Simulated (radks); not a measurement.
Values are calculated unless marked as measured or tabulated.
Question: Excited configurations of Ta: one electron is placed in a higher orbital outside [Xe] 4f14 5d3 6s1. The ground configuration is [Xe] 4f14 5d3 6s2. Level of theory: scalar-relativistic Kohn-Sham, r2SCAN, spin-polarised, spherical densities, finite nucleus; open shells are filled with parallel spins first (spin-orbit coupling, left out, can overturn this in heavy ions); meta-GGA in the generalised Kohn-Sham scheme; Fermi nuclear charge, rms radius 5.3507 fm (a radial shooting solver on a logarithmic mesh with Libxc functionals). Excitation = E - E(ground); binding = E(ion) - E, where the ion is the core of charge +1; n* = 1/sqrt(2 binding) in atomic units, and the quantum defect is n - n*.

| outer orbital | excitation (eV) | binding (eV) | n* | quantum defect | eigenvalue (eV) | <r> (bohr) |
|---|---|---|---|---|---|---|
| 6d | 5.512 | 1.507 | 3.004 | 2.996 | -0.696 | 10.80 |
| 7s | 4.517 | 2.502 | 2.332 | 4.668 | -1.539 | 8.598 |
| 7p | 5.246 | 1.773 | 2.770 | 4.230 | -1.063 | 11.39 |
| 7f | 6.584 | 0.436 | 5.587 | 1.413 | -0.269 | 45.26 |

Estimate the row for 6p.

Answer: excitation (eV) 2.322; binding (eV) 4.697; n* 1.702; quantum defect 4.298; eigenvalue (eV) -2.534; <r> (bohr) 4.361. The Delta-SCF ionisation energy is 7.020 eV (NIST Atomic Spectra Database: 7.550 eV, measured). Self-interaction in the functional shifts the binding energies and quantum defects, so they are the method's values and not measured ones. Open shells are spherical and high-spin; term and fine-structure splittings are not resolved. Spin-orbit splitting is averaged out at the scalar-relativistic level.
